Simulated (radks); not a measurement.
Problem. Excited configurations of Dy IV: one electron is placed in a higher orbital outside [Xe] 4f8. The ground configuration is [Xe] 4f9. Calculated with a radial shooting solver on a logarithmic mesh with Libxc functionals: Dirac Kohn-Sham, LDA (Slater exchange, Perdew-Wang correlation), spin-unpolarised, spherical densities, point nucleus; open shells fill j = l - 1/2 first. Excitation = E - E(ground); binding = E(ion) - E, where the ion is the core of charge +4; n* = 4/sqrt(2 binding) in atomic units, and the quantum defect is n - n*.

| outer orbital | excitation (eV) | binding (eV) | n* | quantum defect | eigenvalue (eV) | <r> (bohr) |
|---|---|---|---|---|---|---|
| 5d3/2 | 11.631 | 32.730 | 2.579 | 2.421 | -27.249 | 2.009 |
| 5f5/2 | 30.047 | 14.314 | 3.900 | 1.100 | -11.950 | 4.117 |
| 6p1/2 | 20.336 | 24.025 | 3.010 | 2.990 | -21.032 | 3.315 |
| 6d3/2 | 28.500 | 15.861 | 3.705 | 2.295 | -13.847 | 4.589 |
| 6f5/2 | 34.958 | 9.403 | 4.812 | 1.188 | -8.151 | 7.289 |
| 7s1/2 | 28.738 | 15.623 | 3.733 | 3.267 | -13.932 | 5.376 |
| 7p1/2 | 30.861 | 13.500 | 4.016 | 2.984 | -11.991 | 5.992 |
| 7d3/2 | 34.484 | 9.877 | 4.695 | 2.305 | -8.745 | 7.751 |
| 7f5/2 | 37.794 | 6.566 | 5.758 | 1.242 | -5.800 | 11.19 |

Estimate the row for 6s1/2.

Solution. excitation (eV) 14.959; binding (eV) 29.402; n* 2.721; quantum defect 3.279; eigenvalue (eV) -25.874; <r> (bohr) 2.910. The Delta-SCF ionisation energy is 44.361 eV (NIST Atomic Spectra Database: 41.2 eV, semi-empirical). Self-interaction in the functional shifts the binding energies and quantum defects, so they are the method's values and not measured ones. Spin polarisation and multiplet splitting are left out, so open shells lie too high by an amount that depends on their filling.

Beside tabulated values, note that spin-unpolarised runs miss the spin-polarisation part of the exchange energy of open shells.
